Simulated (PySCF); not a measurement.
CH6AlClO2Si, SMILES [OH][Al]([OH])[CH2][SiH2]Cl.

Coordinates come from a PBE-D3(BJ)/def2-SVP optimisation. The structure was generated by enumeration; whether it is a known compound was not checked. One conformer was computed; it need not be the lowest.

Computed with TDDFT-PBE0/def2-SVPD (PySCF).

Vertical excitations. Gas-phase values at a fixed geometry. State labels are in the subgroup Cs.

| state | symmetry | energy (eV) | λ (nm) | f | main pairs |
|---|---|---|---|---|---|
| S1 | A' | 6.69 | 185 | 0.022 | HOMO→LUMO 69 %, HOMO→LUMO+1 27 % |
| S2 | A" | 6.81 | 182 | 0.004 | HOMO−1→LUMO 49 %, HOMO−1→LUMO+1 44 % |
| S3 | A' | 6.93 | 179 | 0.168 | HOMO→LUMO+1 66 %, HOMO→LUMO 26 % |
| S4 | A" | 6.96 | 178 | 0.000 | HOMO−2→LUMO 86 % |
| S5 | A" | 7.15 | 173 | 0.000 | HOMO−1→LUMO 48 %, HOMO−1→LUMO+1 41 % |
| S6 | A" | 7.22 | 172 | 0.037 | HOMO−4→LUMO 83 %, HOMO−2→LUMO+1 13 % |
| S7 | A' | 7.39 | 168 | 0.032 | HOMO−3→LUMO 49 %, HOMO−5→LUMO 35 %, HOMO−3→LUMO+1 9 % |
| S8 | A" | 7.57 | 164 | 0.000 | HOMO−4→LUMO+1 93 % |
| S9 | A' | 7.62 | 163 | 0.122 | HOMO−3→LUMO+1 57 %, HOMO−5→LUMO 31 % |
| S10 | A' | 7.65 | 162 | 0.029 | HOMO−3→LUMO 41 %, HOMO−3→LUMO+1 27 %, HOMO−5→LUMO 22 % |
| T1 | A' | 6.29 | 197 | 0 | HOMO→LUMO+1 63 %, HOMO→LUMO 28 % |
| T2 | A' | 6.48 | 191 | 0 | HOMO→LUMO 54 %, HOMO→LUMO+1 27 % |
| T3 | A" | 6.54 | 190 | 0 | HOMO−1→LUMO+1 62 %, HOMO−1→LUMO 27 % |
| T4 | A" | 6.66 | 186 | 0 | HOMO−2→LUMO 88 % |
Triplets are in the Tamm–Dancoff approximation, which puts them higher than full response would, so one can lie above its singlet here.
